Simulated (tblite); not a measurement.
Compound: C₅H₁₀O₃Si.
Cartesian coordinates in Å at the GFN2-xTB level; atoms count from 1:
```
atom  x, y, z in Å
C1     2.994    0.461    0.209
C2     1.862   -0.406   -0.277
O3     1.961   -1.296   -1.079
O4     0.717   -0.064    0.321
C5    -0.460   -0.800   -0.028
C6    -1.052   -0.231   -1.322
O7    -1.756    0.947   -1.035
Si8   -2.157    1.146    0.537
C9    -1.470   -0.549    1.080
H10    3.136    0.302    1.276
H11    2.741    1.506    0.052
H12    3.904    0.209   -0.327
H13   -0.184   -1.853   -0.165
H14   -0.263   -0.002   -2.043
H15   -1.737   -0.960   -1.767
H16   -1.428    2.273    1.106
H17   -3.608    1.232    0.645
H18   -2.232   -1.326    1.064
H19   -0.979   -0.581    2.047
```

All values are computed: GFN2-xTB (tblite) harmonic vibrations without scaling, gas phase. Against measured fundamentals such values can be off by several per cent, at times by over 20. Modes of hydrogen on silicon can be 10 to 20 % off. One conformer, not necessarily the lowest. The optimisation stopped once no atom felt more than 0.01 eV/Å.

Lowest wavenumbers of the output (negative numbers stand for imaginary wavenumbers):
```
mode    cm-1
  1     -29.2
  2      45.5
  3      59.9
  4      94.5
  5     152.8
  6     191.2
  7     294.0
  8     371.1
```

Q: Is this structure a minimum?

A: Not by this Hessian. 1 mode is imaginary beyond 20i (29i cm⁻¹), so at this level the point lies at or near a first-order saddle. The curvature is small, so loose convergence or finite differences may be the whole cause.

Q: Which atoms move in the imaginary mode?

A: 29i: H10 (methyl hydrogen) 36 %, H11 (methyl hydrogen) 35 %, H12 (methyl hydrogen) 24 %. These are shares of the mass-weighted motion.

Q: What is the remedy?

A: Step along that mode in both directions, optimise again with tighter thresholds and repeat the frequencies. The zero-point energy of this point (90.2 kcal/mol) counts the 50 real modes alone, and thermal corrections from it aren't those of a minimum.
